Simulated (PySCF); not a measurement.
# Electron correlation in Ge (germanium, neutral)

[Ar] 3d10 4s2 4p1 5s1, high-spin 3P determinant (an excited configuration). Calculation: PySCF 2.14, in aug-cc-pVDZ-PP with ECP10MDF; scalar relativity through the core potential. Frozen: 3s2 3p6 3d10; 4 electrons correlated.

```
  level  correlation energy (mhartree)
   CCSD                         -55.09
    (T)                          -1.00
CCSD(T)                         -56.09
  CCSDT                         -56.48
```

Diagnostics: T1 = 0.012, D1 = 0.0288, largest double amplitude 0.085.

The outer electron is Rydberg-like, and this basis confines it to a smaller radius and binds it less than a complete one would.

Cost of the coupled-cluster step: about 0.4 core-seconds, for 4 correlated electrons.
